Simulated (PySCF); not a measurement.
C4H3ClF2, SMILES FC(=C=C(C)Cl)F.

Geometry: B3LYP-D3(BJ)/def2-SVP. This is a generated structure with no PubChem entry under its InChIKey; it may be hypothetical.

Computed with TDA-B3LYP/def2-SVPD (PySCF).

Vertical excitations. Gas-phase values at a fixed geometry. State labels are in the subgroup Cs.

Computed lowest excited states:
```tsv
state	symmetry	energy (eV)	λ (nm)	f	main pairs
S1	A"	4.85	255	0.000	HOMO→LUMO 99 %
S2	A"	5.57	223	0.000	HOMO−1→LUMO+1 98 %
S3	A'	6.15	202	0.002	HOMO−1→LUMO 49 %, HOMO→LUMO+1 41 %
S4	A"	6.46	192	0.000	HOMO−2→LUMO 100 %
S5	A'	6.90	180	0.041	HOMO−2→LUMO+1 48 %, HOMO→LUMO+2 40 %
S6	A'	6.92	179	0.024	HOMO→LUMO+2 54 %, HOMO−2→LUMO+1 42 %
S7	A"	7.11	174	0.000	HOMO−1→LUMO+2 99 %
S8	A'	7.19	172	0.584	HOMO→LUMO+1 32 %, HOMO−1→LUMO 21 %, HOMO−3→LUMO 18 %, HOMO−2→LUMO+1 8 %
S9	A"	7.66	162	0.005	HOMO−1→LUMO+3 39 %, HOMO−1→LUMO+4 31 %, HOMO−3→LUMO+1 27 %
S10	A'	7.68	162	0.022	HOMO→LUMO+3 85 %
T1	A'	4.06	305	0	HOMO−1→LUMO 89 %
T2	A'	4.38	283	0	HOMO→LUMO+1 87 %
T3	A"	4.48	277	0	HOMO→LUMO 99 %
T4	A"	5.16	240	0	HOMO−1→LUMO+1 98 %
```
Triplets are in the Tamm–Dancoff approximation.
